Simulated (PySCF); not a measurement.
Magnetisability: SMILES c1ccc(-c2ccccc2)cc1, C12H10

Geometry:
| atom | x (Å) | y (Å) | z (Å) |
| --- | --- | --- | --- |
| C1 | 3.490 | -0.268 | -0.395 |
| C2 | 2.948 | 0.815 | 0.276 |
| C3 | 1.578 | 0.920 | 0.434 |
| C4 | 0.728 | -0.056 | -0.082 |
| C5 | -0.729 | 0.058 | 0.083 |
| C6 | -1.278 | 0.462 | 1.298 |
| C7 | -2.648 | 0.564 | 1.452 |
| C8 | -3.491 | 0.270 | 0.394 |
| C9 | -2.957 | -0.129 | -0.819 |
| C10 | -1.587 | -0.238 | -0.974 |
| C11 | 1.285 | -1.140 | -0.756 |
| C12 | 2.655 | -1.245 | -0.909 |
| H13 | 4.560 | -0.351 | -0.517 |
| H14 | 3.595 | 1.582 | 0.676 |
| H15 | 1.159 | 1.776 | 0.943 |
| H16 | -0.624 | 0.675 | 2.131 |
| H17 | -3.060 | 0.873 | 2.402 |
| H18 | -4.562 | 0.351 | 0.514 |
| H19 | -3.610 | -0.356 | -1.649 |
| H20 | -1.174 | -0.536 | -1.926 |
| H21 | 0.638 | -1.913 | -1.146 |
| H22 | 3.073 | -2.095 | -1.429 |

Computed with GIAO B3LYP/pcSseg-1 magnetisability, rotational g tensor and spin-rotation constants, non-relativistic, gas phase (PySCF 2.14.0). Geometry: GFN2-xTB.

Task: How diamagnetic is it, and how anisotropic?

Result: Isotropic -1771 × 10⁻³⁰ J/T², or -106.7 × 10⁻⁶ cm³/mol; principal values -2865, -1315, -1134 × 10⁻³⁰ J/T², anisotropy 1648 × 10⁻³⁰ J/T² (root of half the summed squared differences of the principal values). The susceptibility is in cgs units.

Task: Split it along the inertial axes a, b, c into diamagnetic and paramagnetic parts about the centre of mass, with the quadrupole moment.

Result: 
| axis | χ (10⁻⁶ cm³/mol) | diamagnetic (10⁻⁶ cm³/mol) | paramagnetic (10⁻⁶ cm³/mol) | summed x² of all electrons (Å²) | quadrupole Θ (D Å) |
| --- | --- | --- | --- | --- | --- |
| a | -68.3 | -570.7 | 502.4 | 501.6 | +7.00 |
| b | -79.2 | -2254.5 | 2175.3 | 104.7 | +4.72 |
| c | -172.5 | -2572.5 | 2400.0 | 29.8 | -11.72 |

Anisotropies 2χaa − χbb − χcc = +115.2 and 2χbb − χaa − χcc = +82.5 × 10⁻⁶ cm³/mol. Θ is traceless in Buckingham's convention.

Task: And the rotational g tensor?

Result: 
```csv
axis,rotational constant (GHz),g,nuclear part,electronic part
a,2.8963,-0.0756,0.6080,-0.6836
b,0.5554,-0.0113,0.5563,-0.5676
c,0.4869,+0.0137,0.5626,-0.5489
```
Asymmetric top; isotopes 12C, 1H; no vibrational averaging.
